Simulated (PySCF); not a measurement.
## A survey of $^{19}$F NMR shifts

- GFN2-xTB geometry
- GIAO PBE0/pcSseg-1 shieldings
- run in PySCF
- no relativistic terms, no solvent, averaged over atoms made equivalent by symmetry, fast rotation or ring inversion, one conformer

Shieldings were converted by a linear fit to measured shifts: $^{19}$F (scatter 6.0 ppm rms, 7.0 ppm with the 5 outliers that the fit left out vs CFCl3, solution or neat liquid, with a term for F on sp3 carbon). Occasional misses reach two or three times the rms, and more in compound classes unlike the fitted ones.

Give the $^{19}$F shifts of `FC(F)=C(F)C[SiH2]N[SiH3]`, `FC1=C(C(F)(F)F)OC=CO1`, `FC1=C(C(F)(F)F)OC=CO1`, `N#C[C@@]12C[C@@H]1[C@@]2([SiH3])C(F)F`, `FC(F)[C@@]1(F)[SiH2][C@H]1N[SiH3]`, `C[Si@@](N)([SiH3])C(F)=C(F)F`.

Answers


```
                                                                 compound                           environment  δ (ppm)
              [F:1][C:2]([F:3])=[C:4]([F:5])[CH2:6][SiH2:7][NH:8][SiH3:9]                  F3: vinylic fluorine   -105.2
              [F:1][C:2]([F:3])=[C:4]([F:5])[CH2:6][SiH2:7][NH:8][SiH3:9]                  F1: vinylic fluorine   -121.9
              [F:1][C:2]([F:3])=[C:4]([F:5])[CH2:6][SiH2:7][NH:8][SiH3:9]                  F5: vinylic fluorine   -176.6
    [F:1][C:2]1=[C:3]([C:4]([F:5])([F:6])[F:7])[O:8][CH:9]=[CH:10][O:11]1  F5/6/7: fluorine of a CF3 group (×3)    -68.5
    [F:1][C:2]1=[C:3]([C:4]([F:5])([F:6])[F:7])[O:8][CH:9]=[CH:10][O:11]1                  F1: vinylic fluorine   -112.7
    [F:1][C:2]1=[C:3]([C:4]([F:5])([F:6])[F:7])[O:8][CH:9]=[CH:10][O:11]1  F5/6/7: fluorine of a CF3 group (×3)    -68.5
    [F:1][C:2]1=[C:3]([C:4]([F:5])([F:6])[F:7])[O:8][CH:9]=[CH:10][O:11]1                  F1: vinylic fluorine   -112.7
[N:1]#[C:2][C@@:3]12[CH2:4][C@@H:5]1[C@@:6]2([SiH3:7])[CH:8]([F:9])[F:10]           F9: fluorine of a CF2 group   -117.1
[N:1]#[C:2][C@@:3]12[CH2:4][C@@H:5]1[C@@:6]2([SiH3:7])[CH:8]([F:9])[F:10]          F10: fluorine of a CF2 group   -125.2
          [F:1][CH:2]([F:3])[C@@:4]1([F:5])[SiH2:6][C@H:7]1[NH:8][SiH3:9]           F1: fluorine of a CF2 group   -115.1
          [F:1][CH:2]([F:3])[C@@:4]1([F:5])[SiH2:6][C@H:7]1[NH:8][SiH3:9]           F3: fluorine of a CF2 group   -120.6
          [F:1][CH:2]([F:3])[C@@:4]1([F:5])[SiH2:6][C@H:7]1[NH:8][SiH3:9]         F5: fluorine on an sp3 carbon   -199.7
         [CH3:1][Si@@:2]([NH2:3])([SiH3:4])[C:5]([F:6])=[C:7]([F:8])[F:9]                  F8: vinylic fluorine    -86.2
         [CH3:1][Si@@:2]([NH2:3])([SiH3:4])[C:5]([F:6])=[C:7]([F:8])[F:9]                  F9: vinylic fluorine   -119.9
         [CH3:1][Si@@:2]([NH2:3])([SiH3:4])[C:5]([F:6])=[C:7]([F:8])[F:9]                  F6: vinylic fluorine   -197.7
```
